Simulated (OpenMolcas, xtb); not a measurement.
# A ladder of methods for InSiH5 (SMILES [SiH3][InH2])

InSiH5 has 7 atoms, charge 0, and is taken as a singlet. SMILES: `[SiH3][InH2]`. The shape is that of a PBE0-D4/def2-TZVP optimisation.

```xyz
7

Si   -0.6671   -0.6415   -0.6421
In    0.8308    0.8376    0.8405
H    -2.1199   -0.3711   -0.4636
H    -0.4320   -2.0833   -0.3459
H    -0.3380   -0.4255   -2.0800
H     0.1791    2.0621    1.8720
H     2.5471    0.6218    0.8191
```

Each level gives the energy change with the Si1–H3 bond stretched from 1.488 to 1.935 Å (eV). The values are calculated.

```tsv
level	kind	program	value (eV)	less CCSD(T)/def2-TZVP	CPU time (all runs)
GFN-FF	force field	xtb	3.19	+2.20	under 2 s
HF/def2-TZVP (core potential) (restricted)	Hartree–Fock	OpenMolcas	1.09	+0.10	38 s
SVWN5/def2-TZVP (core potential) (restricted)	LDA	OpenMolcas	0.89	-0.10	74 s
PBE/def2-TZVP (core potential) (restricted)	GGA	OpenMolcas	0.88	-0.11	89 s
revPBE/def2-TZVP (core potential) (restricted)	GGA	OpenMolcas	0.87	-0.12	89 s
M06-L/def2-TZVP (core potential) (restricted)	meta-GGA	OpenMolcas	1.03	+0.04	2.1 min
B3LYP/def2-TZVP (core potential) (restricted)	global hybrid	OpenMolcas	0.97	-0.02	88 s
B2PLYP/def2-TZVP (core potential) (restricted)	double hybrid	OpenMolcas	1.02	+0.03	72 s
MP2/def2-TZVP (core potential) (restricted)	perturbation theory	OpenMolcas	1.07	+0.08	33 s
CCSD(T)/def2-TZVP (Cholesky decomposition, core potential) (restricted)	coupled cluster or CI	OpenMolcas	0.99	0.00	21 min
```

CCSD(T)/def2-TZVP (Cholesky decomposition, core potential) (restricted) is the highest level here, not the true value. The first shape isn't each level's own minimum. The values span 0.87 to 3.19 eV. In the correlated wave-function rows the outer d shell of In is correlated, in sets not made for it. Times are those of the runs behind each value, whatever else they computed, on shared processors of several kinds: orders of magnitude only.
